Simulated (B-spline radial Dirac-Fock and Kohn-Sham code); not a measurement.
## Muonic isotope shifts in lithium

Method: the Dirac equation of a negative muon with reduced mass in the field of a spherical finite nucleus, with the Uehling potential to all orders; nuclear polarisation, deformation, hyperfine structure, self-energy, higher-order vacuum polarisation, relativistic recoil and electron screening are left out. Computed with a radial B-spline solver. Nuclear charge: Fermi distribution (skin thickness 2.3 fm); radii from Angeli and Marinova (2013). Reference ⁸Li, radius 2.339 fm: 2p3/2 → 1s1/2 18.76 keV, 3d5/2 → 2p3/2 3.470 keV.

```
 A  radius (fm)  δ⟨r²⟩ (fm²)  shift 2p3/2 → 1s (keV)  shift 3d5/2 → 2p3/2 (keV)
 6        2.589       +1.232                   -0.09                      -0.02
 7        2.444       +0.502                   -0.04                      -0.01
 9        2.245       -0.431                   +0.03                      +0.01
11        2.482       +0.689                   +0.07                      +0.01
```
